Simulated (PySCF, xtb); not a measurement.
CH7Cl2NSi2, SMILES [SiH2](Cl)[Si@@H](Cl)NC.

xtb 6.7.1 with GFN2-xTB at its own geometry gives an orbital gap of 4.07 eV and a dipole moment of 0.99 D.

The structure is a stationary point at PBE-D3(BJ)/def2-SVP. The structure was generated by enumeration; whether it is a known compound was not checked. Other conformers were not sampled.

**Question.** What does PBE/def2-TZVP run with PySCF give? (Estimate from the structure and the level; the computed values follow.)

**Answer.** gap 4.58 eV (levels -6.08 and -1.50 eV), dipole 1.80 D.
